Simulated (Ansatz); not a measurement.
Geometry optimisation, RKS B3LYP-D4/STO-3G (Ansatz).

The input (input.yaml):

```yaml
crystal:
  periodic: [false, false, false]
  atoms:
    - { symbol: C, position_ang: [0.9746, 1.0735, 1.2106] }
    - { symbol: C, position_ang: [0.723, 0.9449, -0.3186] }
    - { symbol: B, position_ang: [0.1993, -0.4595, -0.7979] }
    - { symbol: Si, position_ang: [0.5161, -2.3593, -1.0458] }
    - { symbol: "N", position_ang: [-0.6095, 0.8698, -0.8618] }
    - { symbol: C, position_ang: [-1.7037, 0.8556, 0.1442] }
    - { symbol: H, position_ang: [0.5857, 2.1195, 1.5177] }
    - { symbol: H, position_ang: [2.0509, 1.0848, 1.4134] }
    - { symbol: H, position_ang: [0.4321, 0.3477, 1.8455] }
    - { symbol: H, position_ang: [1.4429, 1.4506, -0.98] }
    - { symbol: H, position_ang: [1.5545, -2.6184, -1.9374] }
    - { symbol: H, position_ang: [-0.7752, -2.9151, -1.5973] }
    - { symbol: H, position_ang: [0.6642, -2.9812, 0.2387] }
    - { symbol: H, position_ang: [-1.782, 1.8212, 0.7017] }
    - { symbol: H, position_ang: [-1.6389, -0.0062, 0.8897] }
    - { symbol: H, position_ang: [-2.6568, 0.7493, -0.3785] }
basis:
  gaussian: { orbitals: STO-3G }
hamiltonian:
  xc: b3lyp
  dispersion: d4
relax:
  f_tol: 0.02
  max_steps: 50
```

Run as:

```bash
$ ansatz run input.yaml --threads 1 --pin off --max-ram 2048MiB --backend cpu --events-out ev --progress --plain --runs-dir out
```

Where does it end, and by what steps?

It converged. Limits of this set-up: minimal basis. After 12 steps the energy has fallen by 1.653 eV; H14 moved furthest, 1.34 Å.

| step | energy less start (eV) | largest force component (eV/Å) | accepted |
| --- | --- | --- | --- |
| 0 | 0.0000 | 3.696 | yes |
| 1 | -0.9756 | 2.452 | yes |
| 2 | -1.2498 | 1.742 | yes |
| 3 | -1.3902 | 1.219 | yes |
| 4 | -1.5029 | 0.891 | yes |
| 5 | -1.5616 | 0.599 | yes |
| 6 | -1.5974 | 1.032 | yes |
| 7 | -1.6285 | 0.219 | yes |
| 8 | -1.6321 | 0.601 | yes |
| 9 | -1.6416 | 0.355 | yes |
| 10 | -1.6502 | 0.161 | yes |
| 11 | -1.6532 | 0.036 | yes |
| 12 | -1.6534 | 0.018 | yes |

```xyz
16
Properties=species:S:1:pos:R:3
C 1.263 1.081 1.389
C 0.746 0.827 -0.048
B 0.227 -0.579 -0.568
Si 0.488 -2.395 -1.196
N -0.667 0.378 -0.218
C -2.006 0.960 0.021
H 0.942 2.066 1.769
H 2.365 1.060 1.398
H 0.899 0.308 2.083
H 1.070 1.613 -0.756
H 1.495 -2.452 -2.231
H -0.728 -2.965 -1.732
H 0.929 -3.244 -0.112
H -2.144 1.873 -0.591
H -2.123 1.229 1.089
H -2.778 0.218 -0.254
```

Whether the end is a true minimum wasn't checked by a vibrational analysis.

The run took 84 s on 1 CPU thread of a shared host.
